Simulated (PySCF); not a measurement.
An excited-state table with gaps

Species: C5H9NSi2.
SMILES: `[SiH3][SiH2]c1ccccn1`

Computed with PySCF 2.14.0, density-fitted response routines, TDDFT CAM-B3LYP/def2-SVPD, vertical, gas phase, core orbitals frozen in the response. Geometry: PBE0-D3(BJ)/def2-SVP, one conformer, isolated molecule. Torsions of this conformer, `[SiH3:1][SiH2:2][c:3]1[cH:4][cH:5][cH:6][cH:7][n:8]1`: Si1–Si2–C3–C4 157°.

Orbital energies (eV): HOMO-3 -9.81, HOMO-2 -9.43, HOMO-1 -8.88, HOMO -8.81, LUMO -0.10, LUMO+1 0.19, LUMO+2 1.15.

Lowest singlets, with some entries withheld (?).

```json
{"state": "S1", "E (eV)": "4.77", "f": "0.0039", "main configurations (H = HOMO, L = LUMO)": "H→L (95%)"}
{"state": "S2", "E (eV)": "5.12", "f": "0.0000", "main configurations (H = HOMO, L = LUMO)": "H→L+1 (96%)"}
{"state": "S3", "E (eV)": "5.46", "f": "0.068", "main configurations (H = HOMO, L = LUMO)": "H-1→L (60%), H-3→L+1 (16%), H-1→L+1 (11%)"}
{"state": "S4", "E (eV)": "6.12", "f": "0.130", "main configurations (H = HOMO, L = LUMO)": "H-1→L+1 (54%), H-1→L (20%), H-3→L (14%)"}
{"state": "S5", "E (eV)": "?", "f": "?", "main configurations (H = HOMO, L = LUMO)": "?"}
{"state": "S6", "E (eV)": "?", "f": "?", "main configurations (H = HOMO, L = LUMO)": "?"}
```

Problem. What stands in place of each question mark?

Solution. 
- S5: E = 6.50 eV; f = 0.0006; H-2→L (59%), H-2→L+1 (12%)
- S6: E = 6.88 eV; f = 0.035; H-2→L+1 (43%), H-1→L+1 (14%), H-3→L (10%)

Problem. How far apart are S1 and S4, in eV and cm⁻¹?

Solution. 6.122 − 4.774 = 1.348 eV, or about 10870 cm⁻¹.

Problem. What is the mean static polarisability from the same response equations?

Solution. 121.8 au (18.05 Å³), with principal values 85.8, 126.1 and 153.5 au.
